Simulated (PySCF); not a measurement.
SMILES C[S][Ga]([OH])[OH] (CH₅GaO₂S) (PBE0/def2-SVP optimised geometry):

```
10

Ga    -0.624     0.678     0.000
O     -1.588     2.174     0.000
H     -1.081     2.992     0.004
O      1.164     0.678     0.000
H      1.588     1.541     0.005
S     -1.585    -1.273    -0.001
C     -0.098    -2.346    -0.013
H      0.827    -1.757    -0.006
H     -0.124    -2.972    -0.915
H     -0.126    -2.992     0.875
```

Method: PBE0/def2-TZVP (PySCF).

Question: What are the frontier orbital energies and the dipole moment?

Answer: HOMO-2 -8.88 eV, HOMO-1 -8.48 eV, HOMO -7.10 eV, LUMO -0.81 eV, LUMO+1 0.10 eV; dipole moment 2.46 D.

Meta-Löwdin charges at PBE0/def2-TZVP: Ga1 0.88, O2 -0.72, H3 0.34, O4 -0.73, H5 0.34, S6 -0.14, C7 -0.39, H8 0.15, H9 0.13, H10 0.13.
